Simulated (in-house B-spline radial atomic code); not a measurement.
# RPA and G0W0 on wB97X: Mo30+

Configuration [Ne] 3s2, mean-field start wB97X. Computed with a B-spline radial code for spherical atoms: all electrons, non-relativistic, point nucleus, each spin shell either full or empty, empty states to l = 9 with an (l + 1/2)⁻⁴ tail; G0W0 by contour deformation at full frequency.

Without relativity these are model numbers: it shifts the levels of so heavy an element strongly and can reorder them.

Command:
```bash
python run_gw.py task.json out
```
Settings (radii: box in bohr, nucleus in fm):
```
Z                        42
electrons                12
configuration            [Ne] 3s2
hamiltonian              nr
method                   wb97x
lmax                     9
spin_polarised           False
box_radius               3.04
intervals                46
ion_configuration        [Ne] 3s1
```

Time taken, with all properties: 2.8 s on 1 thread of Arm Neoverse N1, on a shared host.

Energies (hartree):

```tsv
term	value
mean-field total	-3302.42336
Hartree-Fock functional on these orbitals	-3301.65691
direct second order	-1.0306
second-order exchange	0.39535
SOSEX correction	0.35523
```

(1) What is the RPA correlation energy, and what remains with SOSEX?

Quasi-particle levels (eV):

```json
{"level": "3s", "occupied": "yes", "mean field": "-1674.24", "Σx - vxc": "-13.53", "Σc": "?", "QP weight": "?", "G0W0": "?"}
{"level": "2p", "occupied": "yes", "mean field": "-4018.57", "Σx - vxc": "-68.60", "Σc": "4.13", "QP weight": "0.992", "G0W0": "-4083.03"}
{"level": "2s", "occupied": "yes", "mean field": "-4214.22", "Σx - vxc": "-87.06", "Σc": "0.57", "QP weight": "0.966", "G0W0": "-4300.70"}
{"level": "1s", "occupied": "yes", "mean field": "-20974.23", "Σx - vxc": "-245.41", "Σc": "26.10", "QP weight": "0.988", "G0W0": "-21193.54"}
{"level": "3p", "occupied": "no", "mean field": "-1591.76", "Σx - vxc": "23.64", "Σc": "-3.47", "QP weight": "0.975", "G0W0": "-1571.59"}
```

G0W0 = mean field + (Σx - vxc) + Σc, with Σc (partial-wave tail included) taken at the quasi-particle energy.

(2) Where does G0W0 put 3s?

(3) What does it cost to remove one electron (to [Ne] 3s1) by differences of total energies, each species on its own start (correlation terms add to the Hartree-Fock functional)?

## Answers

(1) RPA gives -0.93417 hartree (-2.12 eV per electron); RPA + SOSEX gives -0.57894, and the second-order doubles -0.63527 hartree (no singles). RPA lacks exchange-type terms and so overcorrelates at short range.

(2) At -1693.63 eV, with Σc = -5.86 eV and a quasi-particle weight of 0.978. The tabulated removal energy is 1730.1 ± 2.5 eV (NIST, semi-empirical); the calculation leaves out relativity, Breit and QED terms, and what these don't explain is the method's own error.

(3) wB97X 1687.27 eV, Hartree-Fock functional 1687.60 eV, + RPA 1693.04 eV, + RPA + SOSEX 1691.49 eV, + second order 1692.61 eV. Tabulated: 1730.1 ± 2.5 eV (NIST, semi-empirical); the calculation leaves out relativity, Breit and QED terms, and what these don't explain is the method's own error.
